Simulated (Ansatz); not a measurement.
`[O]=[W]([OH])([OH])([OH])[OH]` and `[O]=[W]([OH])([OH])([OH])[Cl]` differ in one atom or group.

Ansatz, PBE0-D4/def2-TZVP geometries, multiplicity 1. Each molecule was computed in one conformer, which needn't be the lowest.

Elements past krypton have def2 core potentials.

```csv
property,`[O]=[W]([OH])([OH])([OH])[OH]`
LUMO energy (PBE0/def2-TZVPP) / eV,-2.59
LUMO energy (B3LYP/def2-TZVPP) / eV,-2.84
zero-point energy (PBE0-D4/def2-TZVP) / kJ/mol,151.7
HOMO energy (ωB97M-V/def2-TZVPP) / eV,-11.44
HOMO energy (PBE/def2-TZVPP) / eV,-7.36
HOMO–LUMO gap (PBE0/def2-TZVPP) / eV,6.44
```

(1) What does the change do to each property? (Best estimate.)

Answers

(1) Computed: 
```json
{"property": "LUMO energy (PBE0/def2-TZVPP) / eV", "`[O]=[W]([OH])([OH])([OH])[Cl]`": "-2.66", "shift": "-0.07"}
{"property": "LUMO energy (B3LYP/def2-TZVPP) / eV", "`[O]=[W]([OH])([OH])([OH])[Cl]`": "-2.89", "shift": "-0.05"}
{"property": "zero-point energy (PBE0-D4/def2-TZVP) / kJ/mol", "`[O]=[W]([OH])([OH])([OH])[Cl]`": "121.9", "shift": "-29.8"}
{"property": "HOMO energy (ωB97M-V/def2-TZVPP) / eV", "`[O]=[W]([OH])([OH])([OH])[Cl]`": "-10.79", "shift": "0.65"}
{"property": "HOMO energy (PBE/def2-TZVPP) / eV", "`[O]=[W]([OH])([OH])([OH])[Cl]`": "-7.16", "shift": "0.20"}
{"property": "HOMO–LUMO gap (PBE0/def2-TZVPP) / eV", "`[O]=[W]([OH])([OH])([OH])[Cl]`": "5.90", "shift": "-0.54"}
```

With PBE0 the HOMO rises by 0.48 eV and the LUMO falls by 0.07 eV, so the gap narrows by about 0.55 eV. PBE moves the HOMO by 0.20 eV and ωB97M-V by 0.65 eV. The zero-point energy changes by -29.8 kJ/mol with -3 modes.

B3LYP here is the variant with VWN-RPA as its local correlation; programs differ in this.
